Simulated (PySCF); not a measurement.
H3B3Cl3N3, triplet, geometry from GFN2-xTB (a higher spin typed on purpose: for a closed-shell molecule this is an excited state). Base run: HF/STO-3G (PySCF).

Input for PySCF:
```python
from pyscf import gto, scf

mol = gto.M(
    atom='''
Cl   -1.10649196   -1.84293719   -1.64771566
B    -0.95953359   -1.46119950    0.26215245
N    -1.56305259   -0.11276765    0.40979466
B    -0.81681400    1.07137412    0.39637990
Cl   -1.58329854    2.62309703    0.55450241
N     0.60918933    0.98761877    0.32062072
B     1.29129520   -0.25970843    0.28710138
Cl    3.02849275   -0.32241355    0.32126765
N     0.53610941   -1.44407671    0.30613104
H    -2.56746590   -0.05596115    0.49105826
H     1.14733329    1.84103989    0.36335792
H     1.01173361   -2.33451739    0.28466587
''',
    basis='sto-3g',
    spin=2,
    verbose=4,
)

mf = scf.UHF(mol)
mf.kernel()
```

Each row names what was changed in the base input (with any setting that the change needs).

```tsv
change	ΔE vs base (mEh)	fitting functions	dipole (D)
base	0.000	-	3.97
auxbasis = def2-svp-ri	553.2	516	3.85
auxbasis = def2-tzvp-ri	-4.956	840	3.97
only_dfj = on; auxbasis = def2-universal-jfit	-7.208	480	3.97
auxbasis = even-tempered beta=1.6	1.751	792	3.97
auxbasis = cc-pvqz-jkfit	-0.018	1233	3.97
exchange = seminumerical (SGX) (with mf = sgx.sgx_fit(mf, auxbasis='def2-universal-jfit'); with mf.with_df.dfj = True)	-7.199	480	3.97
auxbasis = cc-pvtz-jkfit	0.110	927	3.97
auxbasis = def2-universal-jfit	5995.5	480	3.62
auxbasis = even-tempered beta=2.0	1.495	552	3.97
```

A fitting set is made for a task (jfit for Coulomb, jkfit for Coulomb and exchange, ri for correlation) and for a family of orbital bases.

Open shells are given as the SCF converged; they aren't shown to be the lowest states, and a large step between rows can be another state.
